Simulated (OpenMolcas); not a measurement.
**Cr3+ in a ligand field**

Cr3+ with 4 ligands (fluoride) in tetrahedral coordination (Td) at 1.79 Å. A charge of +0.25 e stands 2.4 Å behind each ligand. Ligand basis ANO-RCC-VDZP.
```
Cr    0.0000    0.0000    0.0000
F     1.0335    1.0335    1.0335
F     1.0335   -1.0335   -1.0335
F    -1.0335    1.0335   -1.0335
F    -1.0335   -1.0335    1.0335
```

```yaml
Program: OpenMolcas 26.06
Method: "SS-CASPT2, IPEA 0.25 Eh, imaginary shift 0.1 Eh (closed shells correlated: 3s 3p and the ligand valence shells)"
Basis: ANO-RCC-VTZP [6s5p3d2f1g]
Scalar_Hamiltonian: DKH2, point nucleus
Active_space: 3 electrons in 5 orbitals (3d)
State_averaging: 2S+1 = 4 even, 10 roots; 2S+1 = 2 even, 40 roots
Spin-orbit_coupling: RASSI with atomic mean-field integrals over the reference wave functions
```

The lowest spin-free states (labels of Td), above the lowest:

```tsv
State	Degeneracy	E (cm-1)
4T1	3	0
4T2	3	7480
2E	2	7810
2T1	3	12630
2T2	3	12740
2T1	3	16230
4A2	1	16570
2A1	1	17210
4T1	3	17420
2T2	3	20570
2T1	3	22110
2E	2	22400
2T2	3	25390
2T1	3	27960
2E	2	29000
2T2	3	31530
2A2	1	33350
2T1	3	34140
2E	2	50240
2T2	3	51310
```

The lowest levels with spin-orbit coupling:

```json
{"E (cm-1)": "0", "Degeneracy": "4", "Label": "Γ8", "2S+1": "4", "g": ""}
{"E (cm-1)": "25", "Degeneracy": "2", "Label": "Γ7", "2S+1": "4", "g": "1.28 1.28 1.28"}
{"E (cm-1)": "300", "Degeneracy": "4", "Label": "Γ8", "2S+1": "4", "g": ""}
{"E (cm-1)": "470", "Degeneracy": "2", "Label": "Γ6", "2S+1": "4", "g": "4.05 4.05 4.05"}
{"E (cm-1)": "7590", "Degeneracy": "2", "Label": "Γ7", "2S+1": "4", "g": "3.14 3.14 3.14"}
{"E (cm-1)": "7620", "Degeneracy": "4", "Label": "Γ8", "2S+1": "4", "g": ""}
{"E (cm-1)": "7730", "Degeneracy": "4", "Label": "Γ8", "2S+1": "4", "g": ""}
{"E (cm-1)": "7730", "Degeneracy": "2", "Label": "Γ6", "2S+1": "4", "g": "2.19 2.19 2.19"}
{"E (cm-1)": "8030", "Degeneracy": "4", "Label": "Γ8", "2S+1": "2", "g": ""}
{"E (cm-1)": "12720", "Degeneracy": "2", "Label": "Γ6", "2S+1": "2", "g": "0.67 0.67 0.67"}
{"E (cm-1)": "12800", "Degeneracy": "4", "Label": "Γ8", "2S+1": "2", "g": ""}
{"E (cm-1)": "12810", "Degeneracy": "2", "Label": "Γ7", "2S+1": "2", "g": "1.27 1.27 1.27"}
{"E (cm-1)": "13100", "Degeneracy": "4", "Label": "Γ8", "2S+1": "2", "g": ""}
{"E (cm-1)": "16220", "Degeneracy": "2", "Label": "Γ6", "2S+1": "2", "g": "0.88 0.88 0.88"}
{"E (cm-1)": "16350", "Degeneracy": "4", "Label": "Γ8", "2S+1": "2 (90 %)", "g": ""}
{"E (cm-1)": "16770", "Degeneracy": "4", "Label": "Γ8", "2S+1": "4", "g": ""}
{"E (cm-1)": "17430", "Degeneracy": "2", "Label": "Γ6", "2S+1": "2 (90 %)", "g": "2.06 2.06 2.06"}
{"E (cm-1)": "17490", "Degeneracy": "2", "Label": "Γ6", "2S+1": "4 (86 %)", "g": "2.62 2.62 2.62"}
{"E (cm-1)": "17670", "Degeneracy": "4", "Label": "Γ8", "2S+1": "4 (90 %)", "g": ""}
{"E (cm-1)": "17730", "Degeneracy": "2", "Label": "Γ7", "2S+1": "4", "g": "2.53 2.53 2.53"}
```

Electric-dipole absorption from the lowest level at this geometry, strongest bands:

```json
{"E (cm-1)": "300", "λ (nm)": "33400", "Label": "Γ8", "f": "1.32e-06"}
{"E (cm-1)": "7620", "λ (nm)": "1310", "Label": "Γ8", "f": "2.36e-05"}
{"E (cm-1)": "7730", "λ (nm)": "1290", "Label": "Γ8", "f": "2.64e-05"}
{"E (cm-1)": "7730", "λ (nm)": "1290", "Label": "Γ6", "f": "1.92e-05"}
{"E (cm-1)": "8030", "λ (nm)": "1250", "Label": "Γ8", "f": "1.33e-06"}
{"E (cm-1)": "16220", "λ (nm)": "617", "Label": "Γ6", "f": "5.32e-06"}
{"E (cm-1)": "16350", "λ (nm)": "612", "Label": "Γ8", "f": "2.82e-05"}
{"E (cm-1)": "16770", "λ (nm)": "596", "Label": "Γ8", "f": "3.32e-05"}
{"E (cm-1)": "17430", "λ (nm)": "574", "Label": "Γ6", "f": "9.08e-06"}
{"E (cm-1)": "17490", "λ (nm)": "572", "Label": "Γ6", "f": "6.89e-05"}
{"E (cm-1)": "17670", "λ (nm)": "566", "Label": "Γ8", "f": "2.18e-04"}
{"E (cm-1)": "17730", "λ (nm)": "564", "Label": "Γ7", "f": "7.81e-05"}
{"E (cm-1)": "17740", "λ (nm)": "564", "Label": "Γ8", "f": "9.51e-06"}
```

Powder χT (cm3 K/mol): 0.373 at 2 K, 0.478 at 10 K, 0.702 at 50 K, 0.891 at 100 K, 1.22 at 200 K, 1.46 at 300 K. The effective moment at 300 K is 2.828 √(χT) = 3.42 μB.

The lowest level has 2S+1 = 4, for which the spin-only value is χT = S(S+1) / 2 = 1.875 cm3 K/mol (g = 2). The computed 1.459 at 300 K differs by -0.416, through orbital momentum, spin-orbit coupling and any other state in reach. With a threefold ground state the orbital momentum is unquenched, so the spin-only value is not expected to hold.

Roots that are degenerate in the reference are averaged as groups; the widest CASPT2 spread within a group is 560 cm-1 (the 3-fold group of multiplicity 2 near 22100 cm-1 above the lowest state of its run). Shifts and gaps below about the spread of the groups concerned are not significant. An orbital triplet at a regular site is open to Jahn-Teller coupling, which can distort the site and quench the lowest spin-orbit gaps and is left out. Ligand-to-metal charge-transfer states are missing. These CASPT2 states fit no ligand-field parameters well, so their order and spin gaps are uncertain. With no ligand orbital active B as a rule stays too high, so bands that hang on it stand too high and its fall with covalency is understated. With one d shell and no ligand orbital active, 10Dq can be off by a tenth or more. No measured value stands beside these numbers; the geometry was imposed, not optimised, and the real ion may take another.

The CASPT2 steps took 3.5 min on 1 thread of Arm Neoverse V2 (shared host); the integral step is not counted.
